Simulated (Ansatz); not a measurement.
Relaxation of AlClF3H3OZr (10 atoms, charge 0, multiplicity 1), to a largest force component of 0.03 eV/Å in at most 50 steps.

All numbers below come from RKS PBE-D4/def2-SVP in Ansatz 0.2.0.

```xyz
10
Properties=species:S:1:pos:R:3:forces:R:3
Zr -0.226 -0.111 -0.584 -1.21 -0.24 0.72
Cl -0.684 1.018 2.926 -0.65 -0.36 -0.70
F 1.217 -1.038 0.258 0.01 -0.01 -0.01
F 0.037 1.782 -0.640 0.00 -0.01 0.00
F -0.332 -0.692 -2.397 0.02 -0.03 -0.04
O -2.011 -0.578 0.253 1.10 0.38 -0.43
Al -3.572 -1.350 0.352 0.02 0.06 0.06
H -3.748 -2.773 -0.350 0.00 0.06 0.01
H -4.694 -0.555 1.177 0.09 -0.08 -0.07
H -1.647 0.559 2.112 0.63 0.23 0.43
```

Where does it end, and by what steps?

The forces met the threshold. After 40 steps the energy has fallen by 1.818 eV; F5 moved furthest, 1.86 Å. Parted: Cl2–H10 (1.34 → 2.96 Å). Joined: Zr1–Cl2 (3.71 → 2.37 Å), F5–Al7 (4.30 → 1.85 Å), O6–H10 (2.21 → 0.97 Å).

| step | energy less start (eV) | largest force component (eV/Å) | accepted |
| --- | --- | --- | --- |
| 0 | 0.0000 | 1.211 | yes |
| 2 | -0.1441 | 0.312 | yes |
| 4 | -0.1734 | 0.153 | yes |
| 6 | -0.1833 | 0.080 | yes |
| 8 | -0.1800 | 0.355 | no |
| 10 | -0.1947 | 0.131 | yes |
| 12 | -0.2606 | 0.522 | yes |
| 14 | -0.3924 | 4.246 | no |
| 16 | -0.6500 | 0.368 | yes |
| 18 | -0.7382 | 0.280 | yes |
| 20 | -0.7534 | 0.116 | yes |
| 22 | -0.7655 | 0.209 | yes |
| 24 | -0.8311 | 0.335 | yes |
| 26 | -1.0974 | 0.557 | yes |
| 28 | -1.5148 | 0.623 | yes |
| 30 | -1.7168 | 0.426 | yes |
| 32 | -1.7566 | 0.836 | yes |
| 34 | -1.7938 | 0.396 | no |
| 36 | -1.8152 | 0.058 | yes |
| 38 | -1.8174 | 0.102 | yes |
| 40 | -1.8183 | 0.008 | yes |

```xyz
10
Properties=species:S:1:pos:R:3
Zr -0.300 0.249 0.176
Cl 0.436 1.071 2.278
F 1.095 -0.954 -0.296
F -0.316 1.833 -0.877
F -1.704 -0.719 -1.136
O -2.037 -0.443 1.217
Al -3.133 -1.257 -0.086
H -3.119 -2.842 0.064
H -4.406 -0.356 -0.405
H -2.175 -0.318 2.173
```

Whether the end is a true minimum wasn't checked by a vibrational analysis.

The run took 110 s on 4 threads of Arm Neoverse V1 (shared host), peak memory 0.21 GiB.
